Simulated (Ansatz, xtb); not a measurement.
## Two isomers of C5H3FN2

Structure I is `C#Cc1cnc(F)[nH]1`, a singlet and structure II is `C#Cc1ncc(F)[nH]1`, a singlet. Both are isolated molecules in the gas phase, relaxed with PBE0-D3(BJ)/def2-SVP.

I (Å):

```xyz
11

C    -3.1847   -2.7360    0.9806
C    -2.5458   -1.9048    0.3679
C    -1.8018   -0.9365   -0.3403
C    -1.5018   -0.7866   -1.6818
C    -0.5772    0.8372   -0.7123
F     0.0965    1.9234   -0.4313
N    -0.7372    0.3266   -1.8907
N    -1.1811    0.1451    0.2748
H    -3.7518   -3.4748    1.5162
H    -1.8097   -1.4389   -2.4966
H    -1.1856    0.3629    1.2628
```

II (Å):

```tsv
atom	x (Å)	y (Å)	z (Å)
C	-3.0198	-3.1000	0.9159
C	-2.4846	-2.1887	0.3208
C	-1.8535	-1.1052	-0.3436
C	-1.0026	0.2146	-1.8116
C	-0.8475	0.8204	-0.5894
F	-0.3116	1.9654	-0.2352
N	-1.6303	-0.9812	-1.6353
N	-1.3829	-0.0081	0.3435
H	-3.4961	-3.9149	1.4296
H	-0.6934	0.5858	-2.7863
H	-1.4246	0.1529	1.3420
```

Quicker runs give these differences E(II) − E(I): GFN2-xTB +14.7 kJ/mol; HF/STO-3G +13.3 kJ/mol (at GFN2-xTB geometries); r2SCAN-D4/def2-SVP +29.3 kJ/mol (at GFN2-xTB geometries).

Problem. Estimate E(II) − E(I) at the level CCSD(T)/def2-SVP + ΔMP2/def2-TZVPP.

Solution. Calculated at CCSD(T)/def2-SVP + ΔMP2/def2-TZVPP: E(II) − E(I) = +26.7 kJ/mol, so structure I lies lower.

The same difference at several levels:

```tsv
level	geometry	E(II) − E(I) (kJ/mol)	departure from the last row (kJ/mol)	job, with rough time for the two
GFN2-xTB	GFN2-xTB	+14.7	−12.1	optimisation, 0.37 s
HF/STO-3G	GFN2-xTB	+13.3	−13.5	single point, 1.5 s
r2SCAN-D4/def2-SVP	GFN2-xTB	+29.3	+2.5	single point, 9.3 s
PBE0-D3(BJ)/def2-SVP	PBE0-D3(BJ)/def2-SVP	+29.6	+2.9	optimisation, 96 s
HF/def2-SVP	PBE0-D3(BJ)/def2-SVP	+36.6	+9.9	part of the CCSD(T) run
MP2/def2-SVP	PBE0-D3(BJ)/def2-SVP	+28.0	+1.3	part of the CCSD(T) run
CCSD(T)/def2-SVP	PBE0-D3(BJ)/def2-SVP	+29.9	+3.1	single point
CCSD(T)/def2-SVP + ΔMP2/def2-TZVPP	PBE0-D3(BJ)/def2-SVP	+26.7		single point, 2.8 min
```

As drawn, both hold the same kinds of bond in the same numbers.

The levels shown agree on the order. The largest departure from CCSD(T)/def2-SVP + ΔMP2/def2-TZVPP is that of HF/STO-3G, 13.5 kJ/mol. The last row adds to CCSD(T) the change of the MP2 difference between the two basis sets, here −3.1 kJ/mol.

With thermal terms from frequencies at re-optimised GFN2-xTB minima (ideal gas, soft modes damped towards free rotors, one conformer each, 298.15 K, 1 atm): the zero-point term adds −0.4 kJ/mol; ΔH is +26.4 and ΔG +26.3 kJ/mol.

The correlated steps freeze 8 core orbitals. Programs: Ansatz 0.2.0, xtb 6.7.1; the last row on 2 threads of Intel(R) Xeon(R) Processor @ 2.50GHz (Skylake/Cascade Lake) on a shared host.
